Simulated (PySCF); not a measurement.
C4H5F, SMILES C=C=C(C)F. Atoms are numbered in the order given.

```xyz
10

C     -0.1358    -2.2169     0.0000
C     -0.0175    -0.9148     0.0000
C      0.0639     0.3955     0.0000
C     -1.0699     1.3575     0.0000
F      1.2656     1.0006     0.0000
H     -0.1847    -2.7892    -0.9346
H     -0.1847    -2.7892     0.9346
H     -2.0324     0.8313     0.0000
H     -1.0162     2.0068     0.8887
H     -1.0162     2.0068    -0.8887
```

The structure is a stationary point at PBE0-D3(BJ)/def2-SVP.

All values below come from PBE/def2-TZVP (PySCF).

Symmetry labels are those of the subgroup Cs that the program uses (full group Cs).

Problem. List the valence orbital energies around the gap with their symmetry. (An estimate is asked for; the answer gives what the named calculation found.)

Solution. 
| orbital | symmetry | energy (eV) |
|---|---|---|
| HOMO−7 | A' | -11.69 |
| HOMO−6 | A" | -11.51 |
| HOMO−5 | A" | -10.73 |
| HOMO−4 | A' | -9.97 |
| HOMO−3 | A" | -9.78 |
| HOMO−2 | A' | -8.76 |
| HOMO−1 | A' | -6.98 |
| HOMO | A" | -5.82 |
| LUMO | A' | -1.40 |
| LUMO+1 | A" | -0.38 |
| LUMO+2 | A' | 0.72 |
| LUMO+3 | A' | 1.34 |
